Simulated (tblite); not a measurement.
C6H11O2P.
Numbering: `[CH3:1][C:2](=[O:3])[CH2:4][P:5]1(=[O:6])[CH2:7][CH2:8][CH2:9]1` (hydrogens: H10, H11, H12 on C1; H13, H14 on C4; H15, H16 on C7; H17, H18 on C8; H19, H20 on C9)

Geometry (GFN2-xTB, Å), atoms numbered from 1 in this order:
```
atom  x, y, z in Å
C1     2.986    0.242   -0.605
C2     1.804    0.747    0.161
O3     1.527    1.915    0.287
C4     0.899   -0.329    0.703
P5    -0.338   -0.526   -0.660
O6     0.243   -1.034   -1.906
C7    -1.884   -1.250    0.067
C8    -2.422    0.175    0.310
C9    -1.457    0.942   -0.618
H10    3.619   -0.371    0.033
H11    3.560    1.070   -1.010
H12    2.615   -0.385   -1.417
H13    1.405   -1.283    0.845
H14    0.391   -0.004    1.609
H15   -1.819   -1.891    0.942
H16   -2.434   -1.772   -0.716
H17   -3.473    0.301    0.056
H18   -2.284    0.473    1.348
H19   -1.067    1.881   -0.234
H20   -1.877    1.108   -1.610
```

All values are computed: GFN2-xTB (tblite) harmonic vibrations without scaling, gas phase. The method is semi-empirical: single wavenumbers can be off by several per cent or more. One conformer, not necessarily the lowest.

Harmonic wavenumbers (cm⁻¹): 47.8, 77.6, 107.7, 130.3, 168.8, 189.9, 213.1, 305.7, 323.5, 390.1, 498.7, 511.2, 560.5, 663.2, 695.3, 734.6, 753.6, 818.1, 839.7, 868.0, 906.7, 960.9, 967.5, 983.6, 990.4, 1024.8, 1073.4, 1121.4, 1128.9, 1162.0, 1183.7, 1191.0, 1202.7, 1268.8, 1282.4, 1363.2, 1390.5, 1425.0, 1430.6, 1441.4, 1451.4, 1488.2, 1754.8, 2982.6, 2984.9, 2986.7, 3001.5, 3006.9, 3008.9, 3010.2, 3013.3, 3023.0, 3026.8, 3058.8.

A = 2482, B = 1046, C = 895.9 MHz; mass 146.050 u (most abundant isotopes); point group C1, symmetry number 1.

Question: Zero-point energy?

Answer: Half the sum of the wavenumbers: 35097 cm⁻¹ = 100.35 kcal/mol.

Question: Entropy at 500 K, 1 bar (ideal gas, RRHO, classical rotation)?

Answer: Translation 43.44, rotation 30.86, vibration 51.70: S = 126.0 cal/(mol K).

Question: And Cp and H(500 K) − H(0)?

Answer: Cp = 60.01 cal/(mol K), of which vibrations give 52.06 (their classical limit is 54 R = 107.3); H(500 K) − H(0) = 17.32 kcal/mol without the zero-point energy, 13.35 from vibrations.

Question: How do the functions run with temperature in this model?

Answer: 
```json
{"T (K)": "150", "S (cal/(mol K))": "79.1", "Cp (cal/(mol K))": "24.2", "H − H(0) (kcal/mol)": "2.43", "G − H(0) (kcal/mol)": "-9.44", "ln q(vib)": "3.11"}
{"T (K)": "250", "S (cal/(mol K))": "93.8", "Cp (cal/(mol K))": "34.5", "H − H(0) (kcal/mol)": "5.35", "G − H(0) (kcal/mol)": "-18.11", "ln q(vib)": "5.84"}
{"T (K)": "298.15", "S (cal/(mol K))": "100.4", "Cp (cal/(mol K))": "39.9", "H − H(0) (kcal/mol)": "7.14", "G − H(0) (kcal/mol)": "-22.79", "ln q(vib)": "7.14"}
{"T (K)": "400", "S (cal/(mol K))": "113.6", "Cp (cal/(mol K))": "50.8", "H − H(0) (kcal/mol)": "11.76", "G − H(0) (kcal/mol)": "-33.69", "ln q(vib)": "9.89"}
{"T (K)": "600", "S (cal/(mol K))": "137.6", "Cp (cal/(mol K))": "67.5", "H − H(0) (kcal/mol)": "23.71", "G − H(0) (kcal/mol)": "-58.87", "ln q(vib)": "15.25"}
{"T (K)": "900", "S (cal/(mol K))": "168.2", "Cp (cal/(mol K))": "83.1", "H − H(0) (kcal/mol)": "46.51", "G − H(0) (kcal/mol)": "-104.90", "ln q(vib)": "22.91"}
```

q(vib) and H(0) count from the zero-point level.

Question: Blend soft modes into free rotors: weight 1/[1 + (100 cm⁻¹/ν̃)⁴] for the oscillator and the rest for a rotor with moment μB/(μ + B), μ = h/(8π²ν), B = 10⁻⁴⁴ kg m². What vibrational entropy results?

Answer: 48.20 cal/(mol K) in place of 51.70, which changes −T·S at 500 K by +1.75 kcal/mol.

Question: Which modes carry the vibrational entropy at 500 K?

Answer: 47.8 cm⁻¹: 5.93; 77.6 cm⁻¹: 4.97; 107.7 cm⁻¹: 4.32; 130.3 cm⁻¹: 3.95; 168.8 cm⁻¹: 3.44; 189.9 cm⁻¹: 3.21 cal/(mol K); the other 48 give 25.87 together.

Hindered rotation and anharmonicity are outside this model. Other conformers, if any are populated, would add a mixing term that is left out. The structure is chiral; the term R ln 2 for an equal mix with its mirror image is left out.
